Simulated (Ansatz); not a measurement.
Computed with Ansatz on PBE0-D4/def2-TZVP structures; ΔE is electronic, products minus reactants. CCSD(T)/CBS adds triple-zeta CCSD(T) − MP2 to the extrapolated MP2 energy (def2 sets, frozen cores). Functionals use def2-TZVPP. B3LYP here is the variant with VWN-RPA as its local correlation; programs differ in this. One conformer a species, not always the lowest.

Consider the ligand exchange at the Si–N bond: `[SiH3]N([SiH2]Cl)[SiH2]Cl` + `CC=N` → `C/C=N\[SiH2]Cl` + `[SiH3]N[SiH2]Cl`.

```csv
species,B3LYP energy (Eh)
`[SiH3]N([SiH2]Cl)[SiH2]Cl`,-1848.18862
`CC=N`,-134.01305
`C/C=N\[SiH2]Cl`,-884.43934
`[SiH3]N[SiH2]Cl`,-1097.76499
```

Q: Work out ΔE.

A: ΔE = (-884.43934) + (-1097.76499) − (-1848.18862) − (-134.01305) = -0.00266 Eh = -7.0 kJ/mol. CCSD(T)/CBS gives +16.0 kJ/mol.

Largest T1 diagnostic among the species: 0.012.

From PBE to PBE0 (25 % exact exchange), in def2-TZVPP and without D4, ΔE moves by +5.2 kJ/mol. In def2-TZVPP, CCSD(T) changes the Hartree–Fock value by +18.2 kJ/mol (the triples alone add +1.8 kJ/mol) and MP2 by +18.2 kJ/mol. The D4 term adds +12.6 kJ/mol with B3LYP and +6.6 kJ/mol with PBE0; it sums over pairs of atoms, weighted by their polarisabilities, and B3LYP, whose exchange is more repulsive, gets the larger term.
